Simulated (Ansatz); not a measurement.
C₃H₇Ga, SMILES `C/C=[CH]\[GaH2]`. The species carries charge 0 and has multiplicity 1.

Cartesian coordinates in Å:
```
C 1.2372 -0.6563 -0.6602
C 0.2526 0.4214 -0.9510
C -0.7705 0.8119 -0.1815
Ga -1.2729 0.0813 1.5524
H 1.0505 -1.1407 0.2986
H 1.2137 -1.4183 -1.4462
H 2.2552 -0.2530 -0.6547
H 0.4109 0.9291 -1.9052
H -1.3806 1.6240 -0.5743
H -0.4765 -1.0905 2.2323
H -2.5194 0.6911 2.2897
```

**Question.** What are the harmonic wavenumbers in cm⁻¹ at PBE0-D4/def2-TZVP (Ansatz, finite differences of forces, unscaled)? (Estimate.)

**Answer.** The calculation gave: 124, 173, 189, 280, 414, 489, 604, 659, 707, 770, 938, 1024, 1069, 1073, 1244, 1371, 1405, 1469, 1470, 1668, 1957, 1964, 3038, 3091, 3094, 3138, 3146.

**Question.** Is this a minimum?

**Answer.** Yes, all 27 modes are real.

**Question.** Give the ideal-gas thermochemistry at 298.15 K and 1 bar (rigid rotor, harmonic oscillator; point group Cs, symmetry number 1).

**Answer.** Zero-point energy 218.7 kJ/mol; H(298) − E = 237.9 kJ/mol; entropy 329.8 J/(mol·K), of which translation 167.8, rotation 109.3, vibration 52.7; G(298) − E = 139.5 kJ/mol.

**Question.** And at 400, 500, 600, 800 and 1000 K?

**Answer.** 
| T (K) | H − E (kJ/mol) | S (J/mol/K) | G − E (kJ/mol) |
| --- | --- | --- | --- |
| 400 | 249.0 | 361.8 | 104.3 |
| 500 | 261.9 | 390.5 | 66.7 |
| 600 | 276.5 | 417.0 | 26.3 |
| 800 | 309.7 | 464.6 | -62.0 |
| 1000 | 347.0 | 506.1 | -159.2 |

**Question.** Rotational constants (cm⁻¹)?

**Answer.** 0.4156, 0.07731, 0.06597.
